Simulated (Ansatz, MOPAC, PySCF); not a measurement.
System: silicon monosulfide, SiS, net charge 0, singlet state. SMILES: [Si]=S
Coordinates optimised at B3LYP-D3(BJ)/def2-TZVP (Ansatz, a program for electronic structure):
```
Si
S 1 1.9380
```
Charge 0, spin multiplicity 1.

Wanted: vertical electron affinity to the doublet, in eV. Terms: open shells spin-unrestricted; no spin-orbit coupling; non-relativistic; frozen cores in correlated levels; each state is the SCF solution reached for its charge and spin; 6-31G* and kin with 6d, 5d where marked. Basis-set limits of correlation are two-point, X^-3; Hartree-Fock from the larger set. Ab initio and DFT rows: single points at B3LYP-D3(BJ) geometries (Ansatz). Semi-empirical rows: differences of heats of formation at the shared geometry for vertical values. Sets without +, aug- or the D of def2-TZVPD hold no diffuse functions, which anions need.

```json
[
 {"species": "charge -1, doublet", "coefficient": "-1", "E at B3LYP/6-31G* (Ansatz), Eh": "-687.70114", "E at M06-2X/def2-TZVPD (PySCF), Eh": "-687.69192", "heat of formation at MNDO (MOPAC), kcal/mol": "60.58"},
 {"species": "charge 0, singlet", "coefficient": "+1", "E at B3LYP/6-31G* (Ansatz), Eh": "-687.69497", "E at M06-2X/def2-TZVPD (PySCF), Eh": "-687.67954", "heat of formation at MNDO (MOPAC), kcal/mol": "76.11"}
]
```

Coupled cluster (Ansatz) is a level with limits of its own, used here on species with T1 under 0.025 (0.045 for open shells) and stable references: CCSD(T)/CBS(aug-cc-pV(T+d)Z,aug-cc-pV(Q+d)Z). Value to compare with, CCSD(T)/CBS(aug-cc-pV(T+d)Z,aug-cc-pV(Q+d)Z) (Ansatz): 0.43 eV. 1 Eh = 27.2114 eV and 1 eV = 23.0605 kcal/mol.

**Question.** Compute it at each level from the table, and compare with CCSD(T)/CBS(aug-cc-pV(T+d)Z,aug-cc-pV(Q+d)Z) (Ansatz).

**Answer.** 
- B3LYP/6-31G*: the sum of coefficient times E is 0.00617 Eh, or 0.168 eV. Result: 0.17 eV. Its difference against CCSD(T)/CBS(aug-cc-pV(T+d)Z,aug-cc-pV(Q+d)Z) (Ansatz) is -0.26 eV.
- M06-2X/def2-TZVPD: the sum of coefficient times E is 0.01238 Eh, or 0.337 eV. Result: 0.34 eV. Its difference against CCSD(T)/CBS(aug-cc-pV(T+d)Z,aug-cc-pV(Q+d)Z) (Ansatz) is -0.09 eV.
- MNDO: the sum of coefficient times heat of formation is 15.53 kcal/mol, or 0.67 eV. Its difference against CCSD(T)/CBS(aug-cc-pV(T+d)Z,aug-cc-pV(Q+d)Z) (Ansatz) is 0.24 eV.
